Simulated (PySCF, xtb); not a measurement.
tetraarsenic (As4), SMILES [As]12[As]3[As]1[As]23.

GFN2-xTB (xtb 6.7.1) at its own geometry gives an orbital gap of 3.73 eV and a dipole moment of 0.00 D.

Geometry optimised at B3LYP-D3(BJ)/def2-SVP.

Problem. What does PBE/def2-TZVP (PySCF) give? (Estimate from the structure and the level; the computed values follow.)

Solution. gap 4.17 eV (levels -6.00 and -1.84 eV), dipole 0.00 D.
